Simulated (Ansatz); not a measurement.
The molecule SN-, multiplicity 3 (lowest of 2S+1 = 1, 3, 5 at CCSD(T)/def2-TZVPP on PBE0 minima; our sources give no spin for the ground state, which may be another).

The constants come from a fifth-degree fit in 1/R (seven points, main isotopes). Runs in def2 and cc sets follow the lowest solution found near the PBE0 minimum.

Cores are frozen in the correlated methods.

The values were computed with Ansatz (a first-principles code) with Gaussian orbitals. 

Energies at CCSD/def2-QZVPP:

```tsv
R (Å)	E (hartree)
1.476998	-452.37577904
1.516702	-452.38143477
1.553230	-452.38410806
1.594522	-452.38479890
1.635815	-452.38352936
1.683460	-452.38019022
1.739046	-452.37442204
```

### Question
With a reduced mass of 9.7380 u, find the minimum, the force constant and the constants.

### Answer
A fifth-degree polynomial in 1/R puts the minimum at r_e = 1.5869 Å with force constant 522 N/m. Then ω_e = (1/2πc)√(k/μ) = 954 cm⁻¹ and B_e = h/(8π²cμr_e²) = 0.6874 cm⁻¹; the cubic and quartic terms give α_e = 0.0063 and ω_e x_e = 5.9 cm⁻¹.
